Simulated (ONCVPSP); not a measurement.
## An all-electron radial function and its pseudo partner (Ni)

Columns: radius, all-electron u(r) and pseudo u(r) of the 3d shell (level -28.71 eV) of nickel in the configuration [Ne] 3s2 3p6 3d8; LDA (Perdew-Wang 92), scalar-relativistic, ONCV scheme, ONCVPSP 4.0.1.

```json
{"r (bohr)": "0.062", "all-electron": "0.0312", "pseudo": "0.0039"}
{"r (bohr)": "0.125", "all-electron": "0.1539", "pseudo": "0.0307"}
{"r (bohr)": "0.188", "all-electron": "0.3307", "pseudo": "0.0975"}
{"r (bohr)": "0.250", "all-electron": "0.5117", "pseudo": "0.2093"}
{"r (bohr)": "0.312", "all-electron": "0.6718", "pseudo": "0.3618"}
{"r (bohr)": "0.375", "all-electron": "0.8008", "pseudo": "0.5425"}
{"r (bohr)": "0.438", "all-electron": "0.8936", "pseudo": "0.7269"}
{"r (bohr)": "0.500", "all-electron": "0.9521", "pseudo": "0.8891"}
{"r (bohr)": "0.562", "all-electron": "0.9835", "pseudo": "1.0142"}
{"r (bohr)": "0.625", "all-electron": "0.9934", "pseudo": "1.0926"}
{"r (bohr)": "0.688", "all-electron": "0.9865", "pseudo": "1.1208"}
{"r (bohr)": "0.750", "all-electron": "0.9679", "pseudo": "1.1056"}
{"r (bohr)": "0.812", "all-electron": "0.9412", "pseudo": "1.0595"}
{"r (bohr)": "0.875", "all-electron": "0.9084", "pseudo": "0.9947"}
{"r (bohr)": "0.938", "all-electron": "0.8721", "pseudo": "0.9249"}
{"r (bohr)": "1.000", "all-electron": "0.8345", "pseudo": "0.8608"}
{"r (bohr)": "1.062", "all-electron": "0.7960", "pseudo": "0.8057"}
{"r (bohr)": "1.125", "all-electron": "0.7568", "pseudo": "0.7588"}
{"r (bohr)": "1.188", "all-electron": "0.7180", "pseudo": "0.7181"}
{"r (bohr)": "1.250", "all-electron": "0.6807", "pseudo": "0.6806"}
{"r (bohr)": "1.312", "all-electron": "0.6444", "pseudo": "0.6443"}
{"r (bohr)": "1.375", "all-electron": "0.6087", "pseudo": "0.6086"}
{"r (bohr)": "1.438", "all-electron": "0.5744", "pseudo": "0.5744"}
{"r (bohr)": "1.500", "all-electron": "0.5421", "pseudo": "0.5420"}
{"r (bohr)": "1.562", "all-electron": "0.5111", "pseudo": "0.5111"}
{"r (bohr)": "1.625", "all-electron": "0.4811", "pseudo": "0.4811"}
```

How many radial nodes do the two functions have?

The all-electron 3d function has n − l − 1 = 0; the pseudo-wave has 0.

At about which radius was the pseudo-wave matched?

1.25 bohr, where the columns begin to agree (steps of 0.06 bohr).

Is the pseudo-wave norm-conserving?

Yes: the ONCV scheme keeps the norm inside the radius equal to the all-electron one, which fixes the energy derivative of the logarithmic derivative at the level.
